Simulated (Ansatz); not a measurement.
Ideal-gas functions of F₂H₃NSeSn, SMILES `[NH2][Sn]([F])([F])[SeH]` at 400 K and 1 bar, from an Ansatz frequency run at PBE0-D4/def2-TZVP.

Molar mass 252.7 g/mol, point group C1 (symmetry number 1), electronic degeneracy 1, moments of inertia 178.068, 505.413, 520.271 u Å². Harmonic wavenumbers (cm⁻¹, unscaled): 88, 97, 118, 144, 154, 173, 211, 264, 535, 620, 636, 648, 665, 870, 1557, 2441, 3542, 3644.

Use S(trans) = R[1.5 ln M + 2.5 ln T − 1.1517]; rotational temperatures θ = 24.2544 K / I; S(rot) = R[ln(√π/σ · √(T³/θAθBθC)) + 1.5]; for each mode x = 1.438777 ν̃/T, S = R[x/(eˣ − 1) − ln(1 − e⁻ˣ)] and H = RT x/(eˣ − 1); 1 cm⁻¹ = 0.0119627 kJ/mol; R = 8.31446 J/(mol·K).

Question: By hand: the entropy, in J/(mol·K).

Answer: Translation 184.0. Rotation: θ = 0.1362, 0.048, 0.0466 K, giving 125.6. Vibration, mode by mode: 17.91, 17.11, 15.50, 13.88, 13.33, 12.39, 10.80, 9.05, 4.05, 3.18, 3.04, 2.94, 2.80, 1.56, 0.20, 0.01, 0.00, 0.00, in all 127.8. Electronic 0.0. Sum 437.4 J/(mol·K).

Question: By hand: H − E and G − E in kJ/mol, counted from the electronic energy.

Answer: Zero-point energy ½ × 16407 × 0.0119627 = 98.1; thermal vibration 24.9; translation, rotation and pV give 4 RT = 13.3. H − E = 136.3 kJ/mol, and G − E = 136.3 − 400 × 437.4/1000 = -38.7 kJ/mol.

Vibration gives 29 % of the entropy, 64.4 J/(mol·K) of it from the modes under 150 cm⁻¹: soft modes count most, and the harmonic formula is weakest for them. The sum counts one conformer and one mirror image; others add a mixing term.
